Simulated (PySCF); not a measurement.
Ge(F)(Cl)(NH2)2 (ClFGeH4N2), SMILES [NH2][Ge]([NH2])([F])[Cl].

Geometry optimised at TPSSh-D3(BJ)/def2-SVP. The values are those of a single conformer.

Two levels are set side by side: PBE/def2-TZVP (PySCF) and PBE0/def2-TZVP (PySCF). Same geometry, gas phase. Differences are taken from unrounded values.

```tsv
quantity	PBE0
orbital gap (eV)	7.85
highest occupied level (eV)	-8.18
lowest empty level (eV)	-0.33
dipole moment (D)	3.32
mean polarisability (bohr³)	53.4
```

What does PBE give, and how far is it from PBE0? (An estimate is asked for; the answer gives what the named calculation found.)


| quantity | PBE | PBE minus PBE0 |
|---|---|---|
| orbital gap (eV) | 5.34 | -2.50 |
| highest occupied level (eV) | -6.66 | 1.51 |
| lowest empty level (eV) | -1.32 | -0.99 |
| dipole moment (D) | 3.22 | -0.09 |
| mean polarisability (bohr³) | 56.0 | 2.6 |

Without exact exchange PBE keeps part of each electron's self-repulsion, which lifts occupied levels and narrows the gap. Loosely held outer electrons make PBE densities more polarisable. Differences between two approximate levels are no errors against the true value.

Rough cost on one machine, each run with all the roots and properties that it gave: PBE0 against PBE within a factor of 2.
